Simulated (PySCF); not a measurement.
Input of a run (PBE0-D3(BJ)/def2-SVP geometry optimisation, gas phase (PySCF 2.14.0)), started from GFN2-xTB:
```
{"job": {"xc": "PBE0", "basis": "def2-SVP", "d3": "d3bj", "grid": 1, "kind": "geom"}, "charge": 0, "multiplicity": 1}
C      2.188389     1.620444    -1.525775
C      1.860165     0.976483    -0.571624
C      1.435169     0.178268     0.563960
C      0.420817    -0.862145     0.139517
C      0.807009    -2.086844    -0.202212
C     -0.990510    -0.451708     0.094056
C     -1.985516    -1.275803     0.405071
C     -1.282151     0.987594    -0.283813
C     -1.307742     1.807194     0.901697
N     -1.327280     2.434193     1.857784
H      2.494009     2.194271    -2.348776
H      1.013911     0.838755     1.327624
H      2.313070    -0.320319     0.982904
H      1.840544    -2.386690    -0.161543
H      0.108107    -2.828081    -0.548746
H     -3.014880    -0.960254     0.373096
H     -1.806672    -2.289385     0.717193
H     -0.516186     1.375577    -0.960769
H     -2.260056     1.057701    -0.767105
```

Output (energies in Eh, forces in Eh/bohr):
```
step   0  E = -402.22095106  max force = 0.030727
step   1  E = -402.22494349  max force = 0.002667
step   2  E = -402.22515551  max force = 0.001224
step   3  E = -402.22531608  max force = 0.005076
step   4  E = -402.22546592  max force = 0.001360
step   5  E = -402.22549554  max force = 0.000640
step   6  E = -402.22552365  max force = 0.000493
step   7  E = -402.22553683  max force = 0.000353
optimisation converged
```

Task: Summarise the run.

Result: The energy falls by 12.0 kJ/mol over 8 energy and gradient evaluations, the largest force component goes from 0.0307 to 3.5e-04 Eh/bohr, and the atoms move by 0.246 Å rms after alignment. The bond that changes most is C1–H11 (terminal alkyne carbon to alkyne hydrogen), which lengthens by 0.025 Å. Bonds longer at the end by more than 0.005 Å: 17 of 18; shorter: 0. Among the angles that change most is C6–C8–C9, from 109.8° to 112.7°. Among the dihedrals that turn most is C7–C6–C8–H18, from -152° to -140°. The energy never rose by more than 1e-6 Eh on the way. The first step brought 87 % of the lowering.

Task: What are the final bond lengths?

Result: C1≡C2 1.211 Å, C2–C3 1.460 Å, C3–C4 1.520 Å, C4=C5 1.340 Å, C4–C6 1.482 Å, C6=C7 1.340 Å, C6–C8 1.520 Å, C8–C9 1.460 Å, C9≡N10 1.157 Å, C1–H11 1.074 Å, C3–H12 1.103 Å, C3–H13 1.102 Å, C5–H14 1.093 Å, C5–H15 1.092 Å, C7–H16 1.093 Å, C7–H17 1.092 Å, C8–H18 1.101 Å, C8–H19 1.101 Å. Numbering counts from 1 in the input's order; the species is `C#CCC(=C)C(=C)CC#N`.

The run used 185 basis functions and 63 SCF cycles in all.

Whether it is a minimum is left open (no frequencies). One conformer, not necessarily the lowest.
